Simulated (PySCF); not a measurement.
C7H10O.
Cartesian coordinates in Å at the PBE0-D3(BJ)/def2-SVP level; atoms count from 1:
```
atom  x, y, z in Å
C1    -2.079   -0.641   -0.068
C2    -0.570   -0.467   -0.138
C3     0.075   -0.466    1.247
C4     1.534   -0.140    1.201
C5     2.111    0.501    0.171
C6     1.329    0.988   -0.984
O7     1.857    1.540   -1.925
C8    -0.171    0.797   -0.895
H9    -2.351   -1.565    0.467
H10   -2.549    0.204    0.461
H11   -2.521   -0.692   -1.074
H12   -0.146   -1.326   -0.689
H13   -0.434    0.274    1.897
H14   -0.075   -1.438    1.744
H15    2.149   -0.443    2.056
H16    3.183    0.714    0.148
H17   -0.578    1.685   -0.374
H18   -0.578    0.818   -1.917
```

Linear response at B3LYP/def2-SVPD (PySCF, frozen core in the response, non-relativistic).

Static isotropic polarisability: 85.39 au (12.65 Å³), principal values 63.5, 87.9, 104.8 au.

Question: What is the polarisability at 1064 nm and at the sodium D line?

Answer: 86.22 au at 1064 nm (+1.0 %), 88.23 au at 589.3 nm (+3.3 %). The rise at 589.3 nm is 3.43 times that at 1064 nm; a pure ω² law gives 3.26. The lowest singlet lies at 343 nm, shorter than both wavelengths.

Question: What is the isotropic C6 coefficient between two such molecules, C6 = (3/π)∫α(iω)² dω?

Answer: 3005 au (Eh·bohr⁶) by a ten-point quadrature over imaginary frequencies, which is 1800 eV·Å⁶ or 173 J·nm⁶/mol.

Question: Which effective excitation energy ω̄ makes London's formula C6 = (3/4)α²ω̄ exact here?

Answer: ω̄ = 4·C6/(3α²) = 0.550 Eh = 15.0 eV. A one-pole form α(ω) = α/(1 − ω²/ω̄²) fitted to the 1064 nm value gives 11.9 eV.

Question: How many electrons N does the Slater–Kirkwood formula C6 = (3/4)·√N·α^(3/2) need to give this C6?

Answer: N = (4·C6/3)²/α³ = 25.8; the species has 60 electrons in all.

Question: What three-body coefficient follows from the one-pole estimate C9 = (3/4)·α·C6?

Answer: 192000 au. This is an estimate from the two numbers above, not a computed integral.

Question: The lowest 6 singlets have (eV, f): 3.62, 0.000; 5.76, 0.241; 6.28, 0.014; 6.40, 0.003; 6.66, 0.007; 6.73, 0.044. What share of the static polarisability do they carry in the sum over states α = Σ f/ω²?

Answer: 6.55 au, 7.7 % of α; the largest term, 5.38 au, is that of the state at 5.76 eV. Their oscillator strengths add up to 0.31. Higher states carry the rest.

Question: What molar refraction at the D line follows from R = (4π/3)·N_A·α′, with α′ the polarisability volume?

Answer: α′ = 13.07 Å³ gives R = 32.98 cm³/mol, for isolated, non-vibrating species.

Question: What n − 1 at the D line would an ideal gas of it have at 273.15 K and 1 atm (2.6868 × 10¹⁹ cm⁻³), by n − 1 = 2π·N·α′?

Answer: 22.07 × 10⁻⁴, a formal value whether or not that pressure can be reached.

One conformer stands for the species.
